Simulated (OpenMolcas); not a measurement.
4d4 along the 40-electron sequence

```yaml
Program: OpenMolcas
Method: RASSCF
Basis: ANO-RCC-VTZP
Scalar_Hamiltonian: DKH2, point nucleus
Spin-orbit_coupling: state interaction with AMFI integrals over the reference wave functions, term energies averaged over their components
```

Active space for each ion: 10 electrons in 8 orbitals (RAS1 4p, at most 2 holes; RAS2 4d).

Computed levels in cm-1 above 5D0:

```csv
Level,Tc3+,Rh5+,Pd6+,Ag7+
5D1,351,699,1002,1289
5D2,965,1825,2518,3157
5D3,1760,3186,4269,5253
5D4,2680,4684,6134,7438
3P0(1),16035,19127,20464,22132
3P1(1),17897,22418,24743,27285
3H4,19081,23290,25186,27280
3H5,20012,25137,27726,30427
3F2(1),20271,25347,27855,30539
weight of 5D in the lowest level (%),98,96,94,92
```

Mixed levels, with the weight of the term that names them: Rh5+ 3H4 (69 %), Pd6+ 3H4 (65 %), Ag7+ 3H4 (63 %).

Measured, with the error of the calculation in %. Measured levels: Ag7+ from Atoms 5, 11 (2017), spectra Ag VII to Ag IX.

```json
{"Level": "5D1", "Ag7+": "1340 (-3.8)"}
{"Level": "5D2", "Ag7+": "3212 (-1.7)"}
{"Level": "5D3", "Ag7+": "5292 (-0.7)"}
{"Level": "5D4", "Ag7+": "7443 (-0.1)"}
{"Level": "3P0(1)", "Ag7+": "21309 (+3.9)"}
{"Level": "3P1(1)", "Ag7+": "26526 (+2.9)"}
{"Level": "3H4", "Ag7+": "23302 (+17.1)"}
{"Level": "3H5", "Ag7+": "26250 (+15.9)"}
```

The fine-structure level 5D4 changes by a factor of 2.78 from Tc3+ to Ag7+. Its fourth root runs 7.20, 8.27, 8.85, 9.29, with steps per unit of Z of 0.54, 0.58, 0.44; equal steps would mean a (Z - σ)^4 law with constant σ.

3P0(1) changes by a factor of 1.38 over the same range, with steps per unit of Z of +1550, +1340, +1670 cm-1.

Without dynamic correlation excited terms often stand tens of per cent too high (terms of higher spin than the ground term too low), and those without a measured partner can miss by more than the paired ones. Active for correlation alone: 4p; no level in the range computed is led by a configuration that opens it, so any true level of that kind is missing. Measured partners are found by configuration, term and J. A level has none where our copy of the source lacks it or the pairing is in doubt (some pairs that miss far off the trend of their configuration count as doubtful), and it then counts in no deviation. Levels of configurations outside the active space are missing.

A number in round brackets counts repeated terms of one configuration in the order of the reference energies.
